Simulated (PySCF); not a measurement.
## Electronic structure of Re (rhenium, neutral) at the wB97X-V level

Configuration: [Xe] 4f14 5d7, high-spin 4F determinant (an excited configuration). All numbers are calculated (PySCF 2.14, scalar relativity by spin-free X2C-1e, in x2c-TZVPPall).

| Item | Value |
| --- | --- |
| Total energy | -16693.29 hartree |
| One-electron energy | -22906.65 hartree |
| Hartree (Coulomb) energy | 6550.07 hartree |
| Exchange-correlation energy | -336.71 hartree |
| ⟨S²⟩ | 3.7563 |
| ⟨L²⟩ | 12.021 |
| Sum of ⟨r⟩ | 44.87 bohr |
| Sum of ⟨r²⟩ | 62.57 bohr² |
| Traceless quadrupole moment −½Σ⟨3z² − r²⟩ along its main axis | 0.00228 e·bohr² |
| Langevin diamagnetic susceptibility | -49.6 ×10⁻⁶ cm³/mol |
| Time after the integrals | of the order of 9 core-seconds |

```json
{"shell": "1s β", "electrons": "1", "mean orbital energy (eV)": "-71519.3", "spread (eV)": "0", "rms radius, mean of both spins (bohr)": "0.0204"}
{"shell": "1s α", "electrons": "1", "mean orbital energy (eV)": "-71519.3", "spread (eV)": "0", "rms radius, mean of both spins (bohr)": "0.0204"}
{"shell": "2s α", "electrons": "1", "mean orbital energy (eV)": "-12425.3", "spread (eV)": "0", "rms radius, mean of both spins (bohr)": "0.0824"}
{"shell": "2s β", "electrons": "1", "mean orbital energy (eV)": "-12425.2", "spread (eV)": "0", "rms radius, mean of both spins (bohr)": "0.0824"}
{"shell": "2p α", "electrons": "3", "mean orbital energy (eV)": "-10881.3", "spread (eV)": "0", "rms radius, mean of both spins (bohr)": "0.0750"}
{"shell": "2p β", "electrons": "3", "mean orbital energy (eV)": "-10881.2", "spread (eV)": "0", "rms radius, mean of both spins (bohr)": "0.0750"}
{"shell": "3s α", "electrons": "1", "mean orbital energy (eV)": "-2888.4", "spread (eV)": "0", "rms radius, mean of both spins (bohr)": "0.211"}
{"shell": "3s β", "electrons": "1", "mean orbital energy (eV)": "-2888.4", "spread (eV)": "0", "rms radius, mean of both spins (bohr)": "0.211"}
{"shell": "3p α", "electrons": "3", "mean orbital energy (eV)": "-2429.5", "spread (eV)": "0", "rms radius, mean of both spins (bohr)": "0.212"}
{"shell": "3p β", "electrons": "3", "mean orbital energy (eV)": "-2429.5", "spread (eV)": "0", "rms radius, mean of both spins (bohr)": "0.212"}
{"shell": "3d α", "electrons": "5", "mean orbital energy (eV)": "-1891.0", "spread (eV)": "0.060", "rms radius, mean of both spins (bohr)": "0.194"}
{"shell": "3d β", "electrons": "5", "mean orbital energy (eV)": "-1890.9", "spread (eV)": "0.033", "rms radius, mean of both spins (bohr)": "0.194"}
{"shell": "4s α", "electrons": "1", "mean orbital energy (eV)": "-607.88", "spread (eV)": "0", "rms radius, mean of both spins (bohr)": "0.468"}
{"shell": "4s β", "electrons": "1", "mean orbital energy (eV)": "-607.74", "spread (eV)": "0", "rms radius, mean of both spins (bohr)": "0.468"}
{"shell": "4p α", "electrons": "3", "mean orbital energy (eV)": "-456.04", "spread (eV)": "0", "rms radius, mean of both spins (bohr)": "0.499"}
{"shell": "4p β", "electrons": "3", "mean orbital energy (eV)": "-455.90", "spread (eV)": "0", "rms radius, mean of both spins (bohr)": "0.499"}
{"shell": "4d α", "electrons": "5", "mean orbital energy (eV)": "-260.45", "spread (eV)": "0.162", "rms radius, mean of both spins (bohr)": "0.538"}
{"shell": "4d β", "electrons": "5", "mean orbital energy (eV)": "-260.28", "spread (eV)": "0.006", "rms radius, mean of both spins (bohr)": "0.538"}
{"shell": "5s α", "electrons": "1", "mean orbital energy (eV)": "-87.509", "spread (eV)": "0", "rms radius, mean of both spins (bohr)": "1.11"}
{"shell": "5s β", "electrons": "1", "mean orbital energy (eV)": "-86.246", "spread (eV)": "0", "rms radius, mean of both spins (bohr)": "1.11"}
{"shell": "5p α", "electrons": "3", "mean orbital energy (eV)": "-49.278", "spread (eV)": "0", "rms radius, mean of both spins (bohr)": "1.30"}
{"shell": "5p β", "electrons": "3", "mean orbital energy (eV)": "-47.342", "spread (eV)": "0", "rms radius, mean of both spins (bohr)": "1.30"}
{"shell": "4f α", "electrons": "7", "mean orbital energy (eV)": "-44.829", "spread (eV)": "0.245", "rms radius, mean of both spins (bohr)": "0.648"}
{"shell": "4f β", "electrons": "7", "mean orbital energy (eV)": "-44.577", "spread (eV)": "0.040", "rms radius, mean of both spins (bohr)": "0.648"}
{"shell": "5d α", "electrons": "5", "mean orbital energy (eV)": "-6.595", "spread (eV)": "0.489", "rms radius, mean of both spins (bohr)": "2.34"}
{"shell": "5d β", "electrons": "2", "mean orbital energy (eV)": "-5.383", "spread (eV)": "0", "rms radius, mean of both spins (bohr)": "2.34"}
```

Spin-orbit coupling, absent here, splits the open shell strongly.

Densities and radii are taken from the X2C orbitals without a picture-change correction, which distorts them close to the nucleus.
